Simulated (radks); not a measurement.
Problem. Isoelectronic series with 27 electrons, all held in the configuration [Ar] 3d7 4s2, which need not be the ground one along the series. Calculated with a radial shooting solver on a logarithmic mesh with Libxc functionals: Dirac Kohn-Sham, BLYP, spin-unpolarised, spherical densities, finite nucleus; open shells are shared between the two j in proportion to 2j + 1; Fermi nuclear charge, rms radius of each element as measured or else 0.836 A^(1/3) + 0.57 fm. Total energies (hartree) and mean radii <r> (bohr):

ion,E (hartree),4s1/2,3d5/2,3d3/2,3p3/2
Co,-1393.51113,2.893,1.076,1.068,0.8193
Ni+,-1520.33425,2.409,0.9285,0.9234,0.7739
Cu2+,-1653.30027,2.101,0.8278,0.8236,0.7314
Ga4+,-1937.61759,1.706,0.6913,0.6879,0.6567
Ge5+,-2088.97527,1.568,0.6415,0.6383,0.6241
As6+,-2246.48076,1.454,0.5993,0.5963,0.5945
Se7+,-2410.14943,1.357,0.5631,0.5601,0.5673
Br8+,-2580.00010,1.273,0.5314,0.5286,0.5425
Kr9+,-2756.05332,1.200,0.5035,0.5006,0.5197
Rb10+,-2938.33184,1.135,0.4786,0.4757,0.4987
Sr11+,-3126.85980,1.078,0.4562,0.4534,0.4792
Zr13+,-3522.76912,0.9794,0.4175,0.4147,0.4445
Nb14+,-3730.20601,0.9369,0.4007,0.3979,0.4290
Mo15+,-3944.00371,0.8981,0.3852,0.3824,0.4145
Tc16+,-4164.19665,0.8624,0.3709,0.3681,0.4009
Ru17+,-4390.81393,0.8295,0.3577,0.3549,0.3882
Rh18+,-4623.89354,0.7991,0.3455,0.3426,0.3762
Pd19+,-4863.46876,0.7708,0.3341,0.3311,0.3649
Ag20+,-5109.57864,0.7444,0.3234,0.3204,0.3543

Estimate the row of Zn3+.

Solution. E (hartree) -1792.39503; 4s1/2 1.878; 3d5/2 0.7518; 3d3/2 0.7481; 3p3/2 0.6924.
